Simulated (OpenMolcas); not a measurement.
## Multiplet structure of La II

```yaml
Program: OpenMolcas 26.06
Method: "SS-CASPT2, IPEA 0.25 Eh, imaginary shift 0.1 Eh (closed shells correlated: 5s 5p)"
Basis: ANO-RCC-VQZP [9s8p6d4f3g2h]
Scalar_Hamiltonian: DKH2, point nucleus
Active_space: 2 electrons in 11 orbitals (5d 6s 6d)
State_averaging: 2S+1 = 3 even, 15 roots; 2S+1 = 1 even, 20 roots kept (CI in the orbitals of an earlier block)
Spin-orbit_coupling: RASSI with atomic mean-field integrals over the reference wave functions, term energies averaged over their components
```

Spin-free terms above the lowest, with the occupations of the reference (each correlating shell added to its valence partner):

```tsv
Configuration	Term	E (cm-1)	Occupations
5d2	3F	0.0	5d 2.00
5d2	1D	339	5d 1.56 6s 0.44
5d 6s	3D	2200	5d 1.00 6s 1.00
5d2	3P	5510	5d 2.00
5d2	1G	6470	5d 2.00
6s2	1S	7330	5d 0.46 6s 1.54
5d 6s	1D	7940	5d 1.44 6s 0.56
```

With spin-orbit coupling, above the lowest level:

| Configuration | Term | J | E (cm-1) | Measured (cm-1) | Term weight % | Second |
| --- | --- | --- | --- | --- | --- | --- |
| 5d2 | 3F | 2 | 0.0 | 0.0 | 87 | 13 1D |
| 5d2 | 3F | 3 | 1036 | 1016 | 100 |  |
| 5d2 | 1D | 2 | 1645 |  | 78 | 12 3F |
| 5d2 | 3F | 4 | 2040 | 1971 | 99 |  |
| 5d 6s | 3D | 1 | 2620 | 1895 | 100 |  |
| 5d 6s | 3D | 2 | 3310 | 2592 | 90 | 9 5d2 1D |
| 5d 6s | 3D | 3 | 4090 | 3250 | 100 |  |
| 5d2 | 3P | 0 | 6200 | 5250 | 96 | 4 6s2 1S |
| 5d2 | 3P | 1 | 6560 | 5718 | 100 |  |
| 5d2 | 3P | 2 | 7010 | 6227 | 95 | 4 5d 6s 1D |
| 5d2 | 1G | 4 | 7810 | 7473 | 99 |  |
| 6s2 | 1S | 0 | 8730 | 7395 | 96 | 4 5d2 3P |
| 5d 6s | 1D | 2 | 9420 |  | 95 | 4 5d2 3P |

Against the 10 measured excited levels shown (NIST Handbook of Basic Atomic Spectroscopic Data) the mean absolute deviation is 660 cm-1; the largest miss in energy is 6s2 1S0: computed 8730, measured 7395 cm-1 (+18.1 %), and the largest in proportion 5d 6s 3D1 (+38.3 %).

Spin-orbit coupling puts the lowest level 1298 cm-1 below the lowest spin-free term.

For 3F the intervals divided by the larger J are 345.4, 249.8 cm-1. Landé's interval rule makes them equal in pure LS coupling; they differ by 32 % of their mean. The multiplet is regular.

CASPT2 does not keep the components of a term degenerate, so their means are used; among the terms shown or strongly mixed into the levels shown the widest spread is 1000 cm-1 (5d2 1G). Terms from blocks run as CI alone lack orbitals of their own. Active for correlation alone: 6d; no level in the range computed is led by a configuration that fills it, so any true level of that kind is missing. The CASPT2 spread within a term exceeds the gap to the next term for 5d2 3F and 5d2 1D, 5d2 3P and 5d2 1G, 5d2 1G and 6s2 1S, so the order of their levels is uncertain, and so are names and mixing where such terms share a J. Some terms miss by over 15 % even with CASPT2, which points to a basis or an active space too small for the shells correlated. Measured partners are found by configuration, term and J. A level has none where our copy of the source lacks it or the pairing is in doubt (some pairs that miss far off the trend of their configuration count as doubtful), and it then counts in no deviation. Levels of configurations outside the active space are missing. The first state left out of the spin-orbit step lies near 25000 cm-1 above the lowest spin-free state of the reference (among the parities and spins computed), and the list stops at four fifths of that energy or lower.

The term weight is that of the spin-free term in the level, not the purity of its configuration.
